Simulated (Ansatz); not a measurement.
Z-matrix (Å, degrees):
```
C
N 1 1.440
H 1 1.101 2 111.6
H 1 1.093 2 111.4 3 -120.1
H 1 1.101 2 111.6 3 119.7
C 2 1.439 1 113.2 3 -59.8
In 2 1.997 1 122.8 3 120.2
H 6 1.100 2 111.4 1 59.8
H 6 1.091 2 111.0 1 -180.0
H 6 1.100 2 111.4 1 -59.8
Br 7 2.478 2 110.7 1 -180.0
H 7 1.696 2 128.0 1 0.1
```

Charge 0, multiplicity 1. In takes the def2 core potential.

Task: List the r2SCAN/def2-TZVPP orbital energies in eV (Ansatz). (Estimate.)

Result: The calculation gave: Occupied: -13121.31, -1694.54, -1525.29, -1525.24, -1525.24, -385.41, -273.81, -273.59, -234.18, -174.38, -174.22, -174.20, -125.89, -82.57, -82.39, -82.27, -68.22, -68.18, -68.16, -68.05, -68.05, -23.60, -20.26, -19.87, -19.75, -19.75, -19.65, -18.76, -18.37, -15.64, -12.33, -11.50, -11.45, -10.36, -9.83, -9.39, -8.15, -7.99, -7.26, -7.00, -5.35. Lowest empty: -1.69, -1.56, 0.13, 1.35, 1.98, 2.19, 2.24, 2.57.
